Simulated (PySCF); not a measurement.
A side-by-side comparison of computed properties.

First species: InH2(CF3), CH₂F₃In.
SMILES: `F[C](F)(F)[InH2]`

Second species: Zn(nPr)2, C6H14Zn (singlet state).
SMILES: `CC[CH2][Zn][CH2]CC`

Levels: B3LYP/def2-SVPD for HOMO energy, LUMO energy, HOMO–LUMO gap and static isotropic polarisability; TDDFT B3LYP/def2-SVPD for lowest singlet excitation; TDA B3LYP/def2-SVPD for lowest triplet excitation (Tamm–Dancoff). Geometries: PBE0-D3(BJ)/def2-SVP. All species are isolated and taken at one optimised geometry (atoms past krypton carry core potentials, spin–orbit coupling is left out). Electronic properties by PySCF.

```
                                property  column X  column Y
                             HOMO energy  -8.06 eV  -6.38 eV
                             LUMO energy  -2.63 eV  -0.35 eV
                           HOMO–LUMO gap   5.43 eV   6.03 eV
               lowest singlet excitation   4.40 eV   5.01 eV
lowest triplet excitation (Tamm–Dancoff)   4.09 eV   4.84 eV
         static isotropic polarisability   53.8 au  105.3 au
```

Q: Which column belongs to which species?

A: Column X is the first species and column Y the second. The first has 7 atoms and 84 electrons, the second 21 and 80.

Q: How does each property change from the first species to the second?

A: HOMO energy +1.68 eV; LUMO energy +2.28 eV; HOMO–LUMO gap +0.60 eV; lowest singlet excitation +0.61 eV; lowest triplet excitation (Tamm–Dancoff) +0.75 eV; static isotropic polarisability +51.5 au.

On the first: S1 lies 1.03 eV below the HOMO–LUMO gap; its leading configuration is HOMO→LUMO, weight 1.00. In wavenumbers S1 is 35500 cm⁻¹ (1 eV = 8065.54 cm⁻¹). Atoms past krypton carry effective core potentials; spin–orbit coupling is left out.

On the second: No computed singlet falls in the visible range (750 to 380 nm, 1.65 to 3.26 eV); S1 lies 1.75 eV above its blue end. The principal polarisabilities are 82.9, 89.1 and 144.0 au; their mean is the isotropic value.
